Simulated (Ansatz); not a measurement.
Calculated with Ansatz (gas phase, PBE0-D4/def2-TZVP geometries, no zero-point term in ΔE). CCSD(T)/CBS adds triple-zeta CCSD(T) − MP2 to the extrapolated MP2 energy (def2 sets, frozen cores). This one scheme is used for every species. DFT in def2-TZVPP. def2 core potentials past Kr. For Sn outer-core shells are correlated without core-valence functions, which leaves a few kJ/mol of doubt a bond.

Reaction (formal exchange of groups at the Sn–B bond): `F[B](F)[SnH3]` + `C#N` → `[SnH4]` + `N#CB(F)F`

`F[B](F)[SnH3]`:

Z-matrix (Å, degrees):
```
Sn
B 1 2.266
H 1 1.704 2 110.8
H 1 1.705 2 109.9 3 -120.5
H 1 1.705 2 109.9 3 120.5
F 2 1.318 1 121.4 3 179.9
F 2 1.317 1 122.1 3 -0.1
```

`C#N`:

```xyz
3

C     0.016   -0.009    0.018
N    -0.667    0.404   -0.804
H     0.652   -0.394    0.786
```

`[SnH4]`:

Z-matrix (Å, degrees):
```
Sn
H 1 1.704
H 1 1.704 2 109.5
H 1 1.704 2 109.5 3 -120.0
H 1 1.704 2 109.5 3 120.0
```

`N#CB(F)F`:

```xyz
5

N     1.061   -1.735   -0.548
C     0.482   -0.788   -0.249
B    -0.296    0.483    0.153
F    -0.278    0.893    1.393
F    -0.969    1.147   -0.748
```

| level | ΔE (kcal/mol) |
| --- | --- |
| ωB97M-V | -9.8 |
| PBE-QIDH | -10.2 |
| PBE | -9.4 |
| PBE0 | -9.9 |
| BHLYP | -11.4 |
| MP2/def2-SVP | -14.3 |
| CCSD/def2-SVP | -13.2 |
| MP2/def2-QZVPP | -9.3 |

What does CCSD(T)/CBS give? (Estimate.)

Computed: -8.5 kcal/mol. The listed levels differ from it by -1.3, -1.7, -0.9, -1.4, -2.9, -5.8, -4.7, -0.8 kcal/mol.

Largest T1 diagnostic among the species: 0.014.

At CCSD(T), def2-SVP lies −4.8 kcal/mol from the extrapolated value and def2-TZVPP −1.4 kcal/mol. In def2-TZVPP, CCSD(T) changes the Hartree–Fock value by +2.8 kcal/mol (the triples alone add +0.2 kcal/mol) and MP2 by +2.6 kcal/mol. From BLYP to BHLYP (50 % exact exchange), in def2-TZVPP and without D4, ΔE moves by −1.2 kcal/mol.
